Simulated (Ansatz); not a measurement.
K2S⁺ (the lowest doublet isomer of a short search) was relaxed with PBE-D4 (def2-TZVP) in Ansatz in these states: charge +1 doublet, charge +1 quartet. The geometries follow in no particular order.

A:

```xyz
3

K    -0.728    0.251    2.859
K     0.734   -0.251   -2.857
S    -0.007    0.000   -0.002
```

B:

```tsv
atom	x (Å)	y (Å)	z (Å)
K1	0.973	0.327	3.737
K2	-0.971	-0.330	-3.737
S3	-0.002	0.003	0.000
```

Problem. Judge from the bond lengths which geometry belongs to which state (an estimate).

Solution. A is the charge +1 doublet (K1–S3 2.961 Å, K2–S3 2.961 Å); B is the charge +1 quartet (K1–S3 3.875 Å, K2–S3 3.875 Å).

At PBE0-D4/def2-TZVP a doublet lies 3.73 eV below the charge +1 quartet. These are the stationary points nearest to one start from a short search; other shapes may lie lower in each state.
